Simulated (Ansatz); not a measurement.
One change: `COB[SiH3]` becomes `CSB[SiH3]`.

Ansatz, PBE0-D4/def2-TZVP geometries, multiplicity 1. Each molecule was computed in one conformer, which needn't be the lowest.

```tsv
property	`COB[SiH3]`
HOMO–LUMO gap (B3LYP/def2-TZVPP) / eV	6.38
HOMO energy (B3LYP/def2-TZVPP) / eV	-7.56
HOMO–LUMO gap (PBE0/def2-TZVPP) / eV	6.77
zero-point energy (PBE0-D4/def2-TZVP) / kJ/mol	209.5
LUMO energy (PBE0/def2-TZVPP) / eV	-0.98
LUMO energy (ωB97M-V/def2-TZVPP) / eV	0.95
```

Problem. Give the same properties after the change, and the shifts. (Best estimate.)

Solution. Computed: 
| property | `CSB[SiH3]` | shift |
| --- | --- | --- |
| HOMO–LUMO gap (B3LYP/def2-TZVPP) / eV | 6.05 | -0.33 |
| HOMO energy (B3LYP/def2-TZVPP) / eV | -7.75 | -0.19 |
| HOMO–LUMO gap (PBE0/def2-TZVPP) / eV | 6.45 | -0.32 |
| zero-point energy (PBE0-D4/def2-TZVP) / kJ/mol | 199.8 | -9.7 |
| LUMO energy (PBE0/def2-TZVPP) / eV | -1.54 | -0.56 |
| LUMO energy (ωB97M-V/def2-TZVPP) / eV | 0.41 | -0.54 |

With PBE0 the HOMO falls by 0.24 eV and the LUMO falls by 0.56 eV, so the gap narrows by about 0.32 eV. PBE moves the HOMO by -0.39 eV and ωB97M-V by -0.23 eV.

B3LYP here is the variant with VWN-RPA as its local correlation; programs differ in this.
